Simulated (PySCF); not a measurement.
Frontier levels across methods

C4H6F2O.
Atom-mapped SMILES: `[CH3:1][O:2]/[C:3](=[CH:4]\[F:5])[CH2:6][F:7]` (hydrogens: H8, H9, H10 on C1; H11 on C4; H12, H13 on C6)

Cartesian coordinates in Å at the PBE0-D3(BJ)/def2-SVP level; atoms count from 1:
```xyz
13
C4H6F2O angstrom
C      1.8509   -0.6352    0.2766
O      0.6860   -0.6058   -0.5168
C     -0.3778    0.1104   -0.1122
C     -0.5324    0.8966    0.9594
F      0.4160    1.1240    1.8799
C     -1.5019   -0.0739   -1.0909
F     -2.6135    0.6341   -0.7359
H      2.5552   -1.3028   -0.2360
H      2.3004    0.3651    0.3727
H      1.6425   -1.0284    1.2838
H     -1.4722    1.4145    1.1464
H     -1.1636    0.2491   -2.0915
H     -1.7532   -1.1477   -1.1516
```

Basis pcSseg-1 throughout (PySCF), one geometry. Geometry: PBE0-D3(BJ)/def2-SVP, one conformer, isolated molecule.

Task: How do the orbital energies, the gap and the dipole change with the method?

Result: 
| method | kind | HOMO (eV) | LUMO (eV) | gap (eV) | μ (D) | SCF cycles |
| --- | --- | --- | --- | --- | --- | --- |
| OPBE | GGA | -5.18 | 0.07 | 5.25 | 1.60 | 16 |
| B97-D | GGA | -5.25 | 0.00 | 5.25 | 1.67 | 15 |
| B97-2 | global hybrid | -6.31 | 0.85 | 7.16 | 1.69 | 14 |
| mPW1PW91 | global hybrid | -6.60 | 0.89 | 7.48 | 1.70 | 14 |
| BHandHLYP | global hybrid | -7.75 | 2.00 | 9.75 | 1.73 | 13 |
| CAM-B3LYP | range-separated hybrid | -7.91 | 2.05 | 9.95 | 1.70 | 13 |
| LC-wPBE | range-separated hybrid | -9.21 | 3.23 | 12.44 | 1.68 | 13 |

The HOMO spans 4.03 eV, from OPBE down to LC-wPBE, and the gap runs from 5.25 eV (OPBE) to 12.44 eV (LC-wPBE). Over the methods OPBE (0 %), B97-D (0 %), B97-2 (21 %), mPW1PW91 (25 %), BHandHLYP (50 %), a straight line through the gap against the share of exact exchange rises by 0.90 eV for each 10 % (correlation coefficient 1.000). The dipole ranges from 1.60 D (OPBE) to 1.73 D (BHandHLYP). This basis has no diffuse functions.
